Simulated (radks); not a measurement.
Problem. The mean radii <r> (bohr) of the occupied orbitals of an atom or ion are listed with their occupations. Method: scalar-relativistic Kohn-Sham, r2SCAN, spin-polarised, spherical densities, finite nucleus; meta-GGA in the generalised Kohn-Sham scheme; Fermi nuclear charge, rms radius of each element as measured or else 0.836 A^(1/3) + 0.57 fm; computed with a radial shooting solver on a logarithmic mesh with Libxc functionals.

| orbital | occ. | <r> |
|---|---|---|
| 1s up | 1 | 0.04409 |
| 1s down | 1 | 0.04409 |
| 2s up | 1 | 0.1957 |
| 2s down | 1 | 0.1957 |
| 2p up | 3 | 0.1711 |
| 2p down | 3 | 0.1711 |
| 3s up | 1 | 0.5725 |
| 3s down | 1 | 0.5725 |
| 3p up | 3 | 0.5880 |
| 3p down | 3 | 0.5880 |
| 3d up | 5 | 0.6239 |
| 3d down | 5 | 0.6233 |
| 4s up | 1 | 1.594 |
| 4s down | 1 | 1.605 |
| 5p up | 1 | 4.068 |

Name the element and its charge. Open shells, if any, are filled with parallel spins first.

Solution. Z = 34, selenium, charge +3: Se3+ in [Ar] 3d10 4s2 5p1. The 1s radius gives Z: for a bare nucleus <r> = (2 gamma + 1)/(2Z) with gamma = sqrt(1 - (Z/c)^2), 0.0432 bohr for Z = 34, and screening makes it slightly larger (0.04409 here). The occupations add up to 31, and the charge is Z minus that.
